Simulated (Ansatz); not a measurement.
Cost and result for the atomization energy of ClH$_{6}$NO$_{3}$Si$_{2}$, SMILES `O[SiH](O)N[SiH](O)Cl` (13 atoms, 12 bonds).

Z-matrix (Å, degrees):
```
Si
O 1 1.648
N 1 1.710 2 107.2
O 1 1.639 2 103.4 3 122.9
H 1 1.481 2 112.8 3 -117.9
H 2 0.960 1 115.6 3 -152.6
Si 3 1.721 1 128.4 2 37.2
H 3 1.011 1 114.8 2 -129.6
H 4 0.958 1 118.9 2 -177.7
O 7 1.622 3 108.9 1 -11.3
Cl 7 2.060 3 106.8 1 -133.9
H 7 1.473 3 114.9 1 109.8
H 10 0.967 7 114.8 3 -25.3
```

Charge 0, multiplicity 1. All single points use the PBE0-D4/def2-TZVP geometry. It is one conformer, not always the lowest. Program: Ansatz. All runs use 2 threads of an AMD EPYC 7R13 on a shared host and a share of an NVIDIA H100 80 GB. Times are those of one run each, without the atoms' runs, and a repeat can differ threefold. Electronic energies, without spin–orbit coupling; frozen cores. CCSD(T)/CBS adds CCSD(T) − MP2 in def2-TZVPP to the MP2 limit, and its time is that of the two runs behind it. T1 = 0.011. B3LYP takes the VWN-RPA correlation (the form of Gaussian; ORCA's B3LYP/G).

CCSD(T)/CBS is a level of theory with its own doubt, some kJ/mol a heavy atom from the limit and from the frozen cores, so smaller differences don't rank the functionals.

```csv
level,functions,wall time,atomization (kcal/mol),difference from CCSD(T)/CBS,per bond
PBE0-D4/def2-TZVPP,334,2.1 s,1180.8,-21.7,-1.8
PBE-D4/def2-TZVPP (with forces),334,2.4 s,1205.8,3.3,0.3
r2SCAN-D4/def2-TZVPP (with forces),334,2.6 s,1194.8,-7.7,-0.6
B3LYP-D4/def2-TZVPP (with forces),334,3.7 s,1188.2,-14.3,-1.2
B2PLYP/def2-TZVPP,334,4.4 s,1178.7,-23.8,-2.0
MP2/def2-QZVPP,618,6 s,1219.3,16.8,1.4
ωB97X-V/def2-TZVPP,334,6.5 s,1199.8,-2.7,-0.2
ωB97M-V/def2-TZVPP (with forces),334,7.5 s,1201.4,-1.1,-0.1
CCSD(T)/def2-TZVPP,334,14 s,1160.6,-41.9,-3.5
CCSD(T)/CBS(def2),–,20 s,1202.5,0.0,0.0
```

In def2-TZVPP, CCSD(T) changes the Hartree–Fock value by +319.9 kcal/mol (the triples alone add +19.4 kcal/mol) and MP2 by +353.4 kcal/mol; breaking electron pairs costs correlation energy, which Hartree–Fock lacks. The D4 term adds +14.5 kcal/mol with B3LYP and +7.7 kcal/mol with PBE0; it sums over pairs of atoms, weighted by their polarisabilities, and B3LYP, whose exchange is more repulsive, gets the larger term. From PBE to PBE0 (25 % exact exchange), in def2-TZVPP and without D4, the atomization energy moves by −23.7 kcal/mol: exact exchange takes away binding that semilocal exchange gives to molecules.
